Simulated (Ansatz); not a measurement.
The cluster Hg3TeBr4, relaxed as a singlet with RKS PBE-D4/def2-SVP in Ansatz, starting from the GFN1-xTB geometry. Force threshold 0.03 eV/Å.

In the def2 sets Hg, Te take a core potential; there is no spin–orbit coupling. The structure comes from a short search, and lower isomers may exist.

Start:

Cartesian coordinates in Å:
```
Hg -1.4106 -1.5096 0.8416
Hg -0.7463 1.6883 -1.8903
Hg 2.0955 -0.1938 0.6083
Te 0.1871 -0.8135 -1.3810
Br -1.4754 3.7716 -2.9935
Br 0.4934 -0.9184 2.6068
Br -3.5727 -2.5416 1.3626
Br 4.4290 0.5169 0.8454
```

Problem. Estimate the energy that the relaxation releases and the steps that it takes.

Solution. 37.0 kJ/mol, in 29 steps; 1.9 min on 6 threads of Intel Xeon on a shared host. The force fell under the threshold at step 13, but the optimiser went on and released 0.043 eV more. No frequencies were taken in this run, so the end may be a saddle point.

Problem. Does the start keep its bonding and symmetry?

Solution. Bonds lost: Hg3–Br6 (atoms count from 1).

Problem. Predict the relaxed structure.

Solution. 
Cartesian coordinates in Å:
```
Hg -1.184 -1.195 1.423
Hg -0.980 0.841 -1.885
Hg 2.308 -0.135 -0.036
Te 0.418 -1.411 -1.453
Br -2.162 2.946 -2.382
Br 0.829 -1.603 2.816
Br -3.340 -0.517 0.388
Br 4.109 1.074 1.130
```
Bond lengths (bridged metal pairs left out): 4 × Br–Hg 2.46 to 2.49 Å; 2 × Hg–Te 2.68 to 2.69 Å.
